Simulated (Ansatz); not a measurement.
Ansatz (a program for electronic structure) input (CCSD(T)/aug-cc-pVDZ):

Ansatz 0.2 input:
```yaml
crystal:
  periodic: [false, false, false]
  atoms:
    - {symbol: H, position_ang: [-0.00000000, -0.00000000, -1.39203139]}
    - {symbol: O, position_ang: [-0.00000000, -0.00000000, -0.39505569]}
    - {symbol: C, position_ang: [0.00000000, 0.00000000, 0.75874615]}
basis:
  gaussian:
    orbitals: aug-cc-pVDZ
total_charge: 1
magnetization: {spin_polarized: false}
correlation: {method: ccsd_t, electrons: outside_noble_gas}
output: {forces: true}
```

End of the output:

```
integrals: 0.02 GiB planned
542 factors; integrals over basis functions are off by at most 8.5e-4 eV
mean field: 0.09 GiB planned
mean field evaluation 1: about -3068.4437 eV, gradient 5.3e1 eV
mean field evaluation 2: about -3068.4451 eV, gradient 5.3e1 eV
mean field evaluation 4: about -3072.9582 eV, gradient 3.1e0 eV
mean field evaluation 8: about -3072.9848 eV, gradient 7.6e-5 eV
mean field evaluation 16: about -3072.9836 eV, gradient 1.4e-1 eV
mean field -3072.98478526 eV, -112.9301079143 hartree, gradient 1.4e-6 eV, S^2 0.000000; 0 other end points of the search recorded, 0 dependent functions left out
2 core orbitals not correlated
reference -3072.98478526 eV, -112.9301079143 hartree; 5, 5 occupied and 48, 48 virtual orbitals, 542 factors
densities: 0.12 GiB planned
second order -7.76737125 eV of doubles, -0.00000000 eV of singles
coupled cluster: 0.10 GiB planned
cycle   1  -7.82233210 eV  change   -5.5e-2 eV  update   9.0e-2
cycle   2  -8.11124936 eV  change   -2.9e-1 eV  update   3.0e-2
cycle   3  -8.21358911 eV  change   -1.0e-1 eV  update   1.6e-2
cycle   4  -8.20444058 eV  change    9.1e-3 eV  update   2.7e-3
cycle   5  -8.20528420 eV  change   -8.4e-4 eV  update   8.6e-4
cycle   6  -8.20530412 eV  change   -2.0e-5 eV  update   3.0e-4
cycle   7  -8.20514738 eV  change    1.6e-4 eV  update   7.5e-5
cycle   8  -8.20515979 eV  change   -1.2e-5 eV  update   2.9e-5
cycle   9  -8.20516119 eV  change   -1.4e-6 eV  update   5.8e-6
perturbative correction -0.31411233 eV, -0.0115434154 hartree
the calculation of the forces begins
Total energy: -3081.50405878 eV, -113.2431854419 hartree
Atom 0 at    -0.000000    -0.000000    -1.392031 Å, force     0.000000    -0.000000    -0.029092 eV/Å
Atom 1 at    -0.000000    -0.000000    -0.395056 Å, force     0.000000     0.000000    -2.051162 eV/Å
Atom 2 at     0.000000     0.000000     0.758746 Å, force    -0.000000    -0.000000     2.080253 eV/Å
Dipole moment:     0.000000     0.000000    -0.543350 e Å
```

It need not be the lowest isomer of its formula.
